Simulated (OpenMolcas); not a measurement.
Ir3+: effect of the metal basis

Ir3+ with its 6 nearest fluoride ions at 1.972 Å, on the Ga site of K2NaGaF6 (a = 8.246 Å, distance in the model lattice 1.938 Å). The rest of the host is ab initio model potentials to 7.6 Å and point charges beyond; the distance is set by hand and nothing relaxes.

| Item | Value |
| --- | --- |
| Program | OpenMolcas |
| Method | SS-CASPT2, IPEA 0.25 Eh, imaginary shift 0.1 Eh (closed shells correlated: 5s 5p and the ligand valence shells) |
| Spin-orbit coupling | RASSI with atomic mean-field integrals over the reference wave functions |

Fixed: ligand basis ANO-RCC-VDZP, active space 6 electrons in 5 orbitals (5d), DKH2 Hamiltonian.

States (labels of O, the rotations of Oh). Energies in cm-1 above the lowest state or level, χT in cm3 K/mol.

```json
{"Run": "A", "Metal basis": "ANO-RCC-VDZP", "Ground state": "1A1", "First state of that spin": "1T1 28620", "First gap with spin-orbit (degeneracies)": "21760 (1, 2)", "χT at 300 K": "0.024", "First state of another spin": "3T1 23690", "Cost": "roughly 6 core-minutes"}
{"Run": "B", "Metal basis": "ANO-RCC-VTZP", "Ground state": "1A1", "First state of that spin": "1T1 28030", "First gap with spin-orbit (degeneracies)": "21540 (1, 2)", "χT at 300 K": "0.025", "First state of another spin": "2S+1 = 3: 23820", "Cost": "roughly 6 core-minutes"}
```

Against A, the first state of the same spin changes by -2.1 % in B.

Costs are those of the CASPT2 steps.

Roots that are degenerate in the reference are averaged as groups; the widest CASPT2 spread within a group is 630 cm-1 (the 3-fold group of multiplicity 3 near 23700 cm-1 above the lowest state of its run, A). Shifts and gaps below about the spread of the groups concerned are not significant. Over all roots computed the reference weight is 0.71 to 0.73 in A, 0.71 to 0.72 in B; a low but even weight reflects the number of correlated electrons. Ligand-to-metal charge-transfer states are missing. With no ligand orbital active B as a rule stays too high, so bands that hang on it stand too high and its fall with covalency is understated. With one d shell and no ligand orbital active, 10Dq can be off by a tenth or more. The least metal-like active orbital is 77 % on the metal (Löwdin) and no ligand orbital is active, so the numbers are rough (holds for A). The least metal-like active orbital is 78 % on the metal (Löwdin) and no ligand orbital is active, so the numbers are rough (holds for B). No measured value stands beside these numbers; the geometry was set by hand and not optimised.

A state without a sure symmetry label is named by its multiplicity alone.
